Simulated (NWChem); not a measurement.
System: C3H6BrF; SMILES CC[C@H](F)Br

Input file for NWChem:

```
start job
memory heap 200 mb stack 900 mb global 1100 mb
geometry units angstroms noautoz
  C     -1.172567     1.906390    -0.584666
  C     -0.416520     1.563892     0.687201
  C      0.655412     0.514362     0.520286
  F      1.549902     0.890035    -0.421845
  Br    -0.092200    -1.227785     0.009706
  H     -1.737486     1.039146    -0.957217
  H     -1.883401     2.725135    -0.402575
  H     -0.479389     2.225776    -1.376261
  H      0.102107     2.459831     1.073143
  H     -1.099168     1.229250     1.483953
  H      1.193114     0.309609     1.457299
end
basis spherical
  * library def2-svpd
end
dft
  xc xcamb88 1.00 lyp 0.81 vwn_5 0.19 hfexch 1.00
  cam 0.33 cam_alpha 0.19 cam_beta 0.46
  iterations 150
  semidirect filesize 400000000
  mulliken
end
task dft gradient
```

Parts of the log:

```
             Northwest Computational Chemistry Package (NWChem) 7.3.0
             --------------------------------------------------------

 C1  symmetry detected

                             Geometry "geometry" -> ""
                             -------------------------

 Output coordinates in angstroms (scale by  1.889725989 to convert to a.u.)

  No.       Tag          Charge          X              Y              Z
 ---- ---------------- ---------- -------------- -------------- --------------
    1 C                    6.0000    -1.14713552     1.96056718    -0.56647338
    2 C                    6.0000    -0.40890345     1.57002349     0.70200864
    3 C                    6.0000     0.64355488     0.50408253     0.51623085
    4 F                    9.0000     1.55330666     0.88633470    -0.40847903
    5 Br                  35.0000    -0.13379859    -1.20892713    -0.04591795
    6 H                    1.0000    -1.72580095     1.11475241    -0.96620277
    7 H                    1.0000    -1.84325148     2.78826568    -0.36867740
    8 H                    1.0000    -0.44104726     2.28664101    -1.34380280
    9 H                    1.0000     0.12393067     2.44508961     1.11550468
   10 H                    1.0000    -1.10480860     1.22835778     1.48417734
   11 H                    1.0000     1.16907301     0.26429154     1.45184379

 Effective nuclear repulsion energy (a.u.)     345.5062740205

                                 NWChem DFT Module
                                 -----------------

 Summary of "ao basis" -> "ao basis" (spherical)
 ------------------------------------------------------------------------------
       Tag                 Description            Shells   Functions and Types
 ---------------- ------------------------------  ------  ---------------------
 C                         def2-svpd                 8       20   4s2p2d
 F                         def2-svpd                 9       23   4s3p2d
 Br                        def2-svpd                15       41   6s5p4d
 H                         def2-svpd                 4        8   2s2p

            General Information
            -------------------
          SCF calculation type: DFT
          Wavefunction type:  closed shell.
          No. of atoms     :    11
          No. of electrons :    68
           Alpha electrons :    34
            Beta electrons :    34
          Charge           :     0
          Spin multiplicity:     1
          Use of symmetry is: off; symmetry adaption is: off
          Maximum number of iterations: 150
          AO basis - number of functions:   172
                     number of shells:    72
          Convergence on energy requested:  1.00D-06
          Convergence on density requested:  1.00D-05
          Convergence on gradient requested:  5.00D-04

              XC Information
              --------------
                     Hartree-Fock (Exact) Exchange  1.000
                   CAM-Becke88 Exchange Functional  1.000
                      VWN V Correlation Functional  0.190 local
              Lee-Yang-Parr Correlation Functional  0.810

           Range-Separation Parameters
           ---------------------------
           Alpha           :  0.19
           Beta            :  0.46
           Gamma           :  0.33
           Short-Range HF  :     F

             Grid Information
             ----------------
          Grid used for XC integration:  medium
          Radial quadrature: Mura-Knowles
          Angular quadrature: Lebedev.
          Tag              B.-S. Rad. Rad. Pts. Rad. Cut. Ang. Pts.
          ---              ---------- --------- --------- ---------
          C                   0.70       49          13.0       434
          F                   0.50       49          11.0       434
          Br                  1.15      112          12.0       590
          H                   0.35       45          14.0       434
          Grid pruning is: on
          Number of quadrature shells:   578
          Spatial weights used:  Erf1

      Superposition of Atomic Density Guess
      -------------------------------------

 Sum of atomic energies:       -2787.25636465

      Non-variational initial energy
      ------------------------------

 Total energy =   -2789.734563
 1-e energy   =   -4562.932521
 2-e energy   =    1427.691684
 HOMO         =      -0.350722
 LUMO         =       0.035982

     ---------------------------------------------
      Total Density - Mulliken Population Analysis
     ---------------------------------------------

    Atom       Charge   Shell Charges
 -----------   ------   -------------------------------------------------------
    1 C    6     5.95   1.99  0.99 -0.31  0.03  2.06  1.05  0.03  0.11
    2 C    6     6.53   1.99  0.99 -0.15  0.14  2.02  1.19  0.03  0.33
    3 C    6     5.19   1.99  0.91  0.05 -0.05  1.46  0.75  0.07  0.00
    4 F    9     9.59   1.99  1.15  0.78  0.02  3.45  2.06  0.13  0.00  0.02
    5 Br  35    35.36   2.00  2.00  2.00  1.38  0.55  0.00  6.00  5.99  2.38  2.90  0.13  8.23  1.73  0.06  0.01
    6 H    1     0.90   0.69  0.14  0.02  0.05
    7 H    1     0.88   0.69  0.12  0.02  0.04
    8 H    1     0.87   0.69  0.10  0.02  0.06
    9 H    1     0.85   0.69  0.11  0.02  0.03
   10 H    1     0.92   0.69  0.15  0.02  0.06
   11 H    1     0.96   0.72  0.19  0.02  0.03

   convergence    iter        energy       DeltaE   RMS-Dens  Diis-err
 ---------------- ----- ----------------- --------- --------- ---------
 d= 0,ls=0.0,diis     1  -2791.3980127692 -3.14D+03  1.11D-02  9.71D-01
 d= 0,ls=0.0,diis     2  -2791.4014796707 -3.47D-03  5.05D-03  1.06D+00
 d= 0,ls=0.0,diis     3  -2791.5021957634 -1.01D-01  7.40D-04  2.13D-02
 d= 0,ls=0.0,diis     4  -2791.5041989912 -2.00D-03  2.09D-04  2.63D-03
 d= 0,ls=0.0,diis     5  -2791.5043954447 -1.96D-04  8.95D-05  1.90D-04
  Resetting Diis
 d= 0,ls=0.0,diis     6  -2791.5044185320 -2.31D-05  2.82D-05  5.03D-06
 d= 0,ls=0.0,diis     7  -2791.5044194913 -9.59D-07  9.94D-06  9.89D-07

         Total DFT energy =    -2791.504419491313
      One electron energy =    -4566.181421639622
           Coulomb energy =     1549.449900520529
    Exchange-Corr. energy =     -120.279172392671
 Nuclear repulsion energy =      345.506274020453

 Numeric. integr. density =       68.000027204715

                       DFT Final Molecular Orbital Analysis
                       ------------------------------------

 Vector   32  Occ=2.000000D+00  E=-4.066704D-01
              MO Center=  4.7D-02,  4.0D-01,  1.6D-01, r^2= 3.9D+00
   Bfn.  Coefficient  Atom+Function         Bfn.  Coefficient  Atom+Function
  ----- ------------  ---------------      ----- ------------  ---------------
    97      0.311795   5 Br py              100      0.289681   5 Br py
    44     -0.238249   3 C  s                66     -0.222437   4 F  py
   149      0.223526   9 H  s                46     -0.213982   3 C  py
    94     -0.204216   5 Br py               26      0.192300   2 C  py
    69      0.152310   4 F  py              125      0.149861   6 H  s

 Vector   33  Occ=2.000000D+00  E=-3.571908D-01
              MO Center= -1.0D-01, -1.1D+00, -1.6D-02, r^2= 1.9D+00
   Bfn.  Coefficient  Atom+Function         Bfn.  Coefficient  Atom+Function
  ----- ------------  ---------------      ----- ------------  ---------------
   101      0.449128   5 Br pz               98      0.437153   5 Br pz
    99     -0.323811   5 Br px               96     -0.318900   5 Br px
    95     -0.285333   5 Br pz               93      0.207818   5 Br px
    66      0.096457   4 F  py               92      0.092630   5 Br pz
    50      0.076367   3 C  pz               26      0.073921   2 C  py

 Vector   34  Occ=2.000000D+00  E=-3.500751D-01
              MO Center= -8.8D-02, -1.0D+00,  1.0D-02, r^2= 2.1D+00
   Bfn.  Coefficient  Atom+Function         Bfn.  Coefficient  Atom+Function
  ----- ------------  ---------------      ----- ------------  ---------------
    99      0.391197   5 Br px               96      0.378715   5 Br px
   101      0.290987   5 Br pz               98      0.282406   5 Br pz
   100     -0.253878   5 Br py               93     -0.246780   5 Br px
    97     -0.244475   5 Br py               23      0.187936   2 C  s
    95     -0.183995   5 Br pz               94      0.159757   5 Br py

[...]

                         DFT ENERGY GRADIENTS

    atom               coordinates                        gradient
                 x          y          z           x          y          z
   1 C      -2.167772   3.704935  -1.070479    0.002024  -0.000398   0.003352
   2 C      -0.772715   2.966914   1.326604   -0.000712  -0.002483  -0.003627
   3 C       1.216142   0.952578   0.975535    0.005238   0.003726  -0.008801
   4 F       2.935324   1.674930  -0.771913   -0.005351  -0.001392   0.004744
   5 Br     -0.252843  -2.284541  -0.086772   -0.000509   0.000979   0.000893
   6 H      -3.261291   2.106577  -1.825858   -0.000984  -0.001729  -0.000799
   7 H      -3.483240   5.269058  -0.696699   -0.001225   0.001257  -0.000119
   8 H      -0.833458   4.321125  -2.539419    0.001270   0.000306  -0.001067
   9 H       0.234195   4.620549   2.107998    0.001090   0.001532   0.000855
  10 H      -2.087786   2.321260   2.804688   -0.001174  -0.000390   0.001683
  11 H       2.209228   0.499439   2.743587    0.000332  -0.001408   0.002886
```

Level: CAM-B3LYP/def2-SVPD. Coordinates come from a PBE0/def2-SVP optimisation.
